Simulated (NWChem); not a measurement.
Species: MgGeH$_{4}$O; SMILES [GeH3][Mg][OH]

```xyz
7

Mg     0.0132    -1.3409    -0.0001
O      0.0463    -3.1399     0.0000
H     -0.6332    -3.8202     0.0009
Ge     0.0040     1.2327     0.0000
H     -1.4270     1.8367     0.1010
H      0.7884     1.8742     1.1806
H      0.6138     1.8718    -1.2807
```
Atoms are numbered in this order, from 1.

All runs: NWChem. Pople sets run with spherical d functions. The geometry was optimised at B3LYP/6-31G* (spherical d).

Problem. Predict the results for PBE/6-31G*. Quantities: highest occupied level (eV); orbital gap (eV); dipole (D).

Solution. 
```
Property                     Value
---------------------------  -----
highest occupied level (eV)  -5.99
orbital gap (eV)              4.32
dipole (D)                    1.31
```
